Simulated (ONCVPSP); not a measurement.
What one change does to a pseudopotential (beryllium (Be), ONCV)

beryllium, optimised norm-conserving Vanderbilt (ONCV), made with ONCVPSP 4.0.1 (PBE, scalar-relativistic). Core [He], reference 2s2. Waves: 2s: rc 1.75 bohr, ncon 3, nbas 6, qcut 3.3 1/bohr, 3 projectors, debl 1.1 Ha; p scattering state at 0.03 Ha: rc 1.45 bohr, ncon 4, nbas 8, qcut 4.8 1/bohr, 3 projectors, debl 3.6 Ha. Local part: polynomial inside 0.95 bohr (lpopt 5, dvloc0 0 Ha). Core correction: none.

Change: s: debl 0.2. In the s channel the program set the typed energies aside and used -0.206, 0.250, 0.450 Ha.

Cutoffs: the cutoffs (Ha) at which the residual kinetic energy of the hardest occupied pseudo-wave falls to 1 and 0.1 mHa per electron; they do not see the model core or the augmentation charge, which bear on the density cutoff. Errors are all-electron minus pseudo energies relative to the spin-unpolarised reference configuration.

Problem. Predict the effect on cutoff, ghosts and configuration errors.

Solution. The potential gets neither clearly harder nor softer (5.3 Ha and 23 Ha → 5.3 Ha and 23 Ha); a bound ghost appears in s, which as a rule spoils a file; the errors of the 3 common tests hardly move.

```tsv
quantity	base	changed
cutoff, loose	5.3 Ha	5.3 Ha
cutoff, tight	23 Ha	23 Ha
bound ghosts	none	s
GHOST(+) flags under 300 eV	s at 170.6 eV	s at 168.9 eV
tests with a reliable result	3 of 4	3 of 4
error for 2s1, meV [ΔE 9.55 eV]	+8.7	+8.7
error for 2s1.5, meV [ΔE 3.76 eV]	+1.2	+1.2
error for 2s1 2p1, meV [ΔE 3.61 eV]	+3.9	+3.8
s: phases at 1.78 bohr within 0.05 rad from the reference energy up to (Ha; the scan ends near 5)	4.0	3.7
p: phases at 1.47 bohr within 0.05 rad from the reference energy up to (Ha; the scan ends near 5)	to the end of the scan	to the end of the scan
```

Base: The cutoffs count occupied waves only; projector 2 of the p channel, the hardest unoccupied one, needs 33 Ha at the loose tolerance. Changed file: The cutoffs count occupied waves only; projector 2 of the p channel, the hardest unoccupied one, needs 33 Ha at the loose tolerance. A true bound ghost makes a file unfit for plane-wave use even where its test errors are small: the radial tests pick states by their node count and pass the ghost by.
